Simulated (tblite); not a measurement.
C$_{7}$H$_{5}$N, charge +1, doublet, geometry from GFN2-xTB (a state made from the parent by changing its charge; the spin is typed, not shown lowest); IPEA1-xTB (tblite 0.6.0).

The tblite input:
```
$ tblite run mol.xyz --method ipea1 --charge 1 --spin 1 --json tblite.json --no-restart

# file mol.xyz
13

N      3.09447207     0.54569994     0.08552880
C      1.97027113     0.34405098     0.09827211
C      0.58290560     0.10911407    -0.06534538
C     -0.29752988     1.20037873     0.01070762
C     -1.64940850     0.93943794     0.12467921
C     -2.09840019    -0.37517664     0.00812351
C     -1.22169602    -1.45682642    -0.06125818
C      0.13389680    -1.21669448    -0.17684443
H      0.07376209     2.21515404     0.03562928
H     -2.34191656     1.75993276     0.25167831
H     -3.15939126    -0.55266667    -0.14507906
H     -1.58608738    -2.47460941    -0.07689969
H      0.83209500    -2.03341530    -0.29403714
```

**Question.** Predict the main parts of the log of this tblite run.

**Answer.** 
```
xTB calculator
 | screened Coulomb repulsion
 | Coulomb electrostatics
 |  * isotropic Klopman-Ohno-Mataga-Nishimoto electrostatics
 |  * onsite third-order electrostatics
 | DFT-D3(BJ) dispersion correction

halogen bonding energy    0.0000000000000E+00 Eh
repulsion energy          5.5713207278495E-01 Eh
dispersion energy        -6.0051930936574E-03 Eh
number of electrons       3.7000000000000E+01 e
integral cutoff           4.0000000000000E+01 bohr

------------------------------------------------------------
  cycle        total energy    energy error   density error
------------------------------------------------------------
      1     -22.60645734338  -2.3157584E+01   5.7676156E-01
      2     -22.43148123607   1.7497611E-01   4.3621688E-01
      3     -22.37771779582   5.3763440E-02   3.2749119E-01
      4     -22.85923332263  -4.8151553E-01   3.1728327E-02
      5     -22.86799421635  -8.7608937E-03   1.1699351E-02
      6     -22.86845036045  -4.5614410E-04   9.3243440E-03
      7     -22.86893558329  -4.8522285E-04   3.3792438E-03
      8     -22.86892099112   1.4592171E-05   3.2356775E-03
      9     -22.86900227928  -8.1288162E-05   9.8950880E-04
     10     -22.86900928997  -7.0106836E-06   2.2441726E-04
     11     -22.86900969633  -4.0636228E-07   6.1924340E-05
     12     -22.86900971554  -1.9212187E-08   1.5529627E-05
------------------------------------------------------------

electronic energy        -2.3420136595233E+01 Eh
total energy             -2.2869009715542E+01 Eh

Post processing:
 | Mayer-Wiberg bond orders

[Info] JSON dump of results written to 'tblite.json'
```
